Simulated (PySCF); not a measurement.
A structure optimised at r2SCAN-D4/def2-TZVP, used in a PySCF frequency run:

```xyz
5

B      0.6071    -1.4761     0.0000
H      1.7715    -1.7106     0.0000
I     -0.0249     0.5865     0.0000
O     -0.2849    -2.4752     0.0000
H     -1.2074    -2.1892     0.0000
```

Question: Write its SMILES, formula and point group.

Answer: OBI, BH2IO, Cs

Question: What are its rotational constants (standard atomic weights)?

Answer: 50.584, 2.9456, 2.7836 GHz
